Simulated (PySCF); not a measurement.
C₃H₉FSi, SMILES C[Si](C)(C)F.

Geometry optimised at B3LYP-D3(BJ)/def2-SVP.

Level of theory: PBE/def2-TZVP in PySCF.

The molecule is in vacuum.

### Question
Estimate the frontier levels, gap, dipole moment and polarisability. (Estimate from the structure and the level; the computed values follow.)

### Answer

- highest occupied level = -7.23 eV
- lowest empty level = 0.10 eV
- orbital gap = 7.34 eV
- dipole moment = 0.388 e·Å
- quadrupole, principal values (traceless, Buckingham form, about the centre of nuclear charge) = -3.81, 1.90, 1.90 D·Å
- mean static polarisability = 63.2 bohr³ (9.37 Å³)
- polarisability, principal values = 56.3, 66.7, 66.7 bohr³
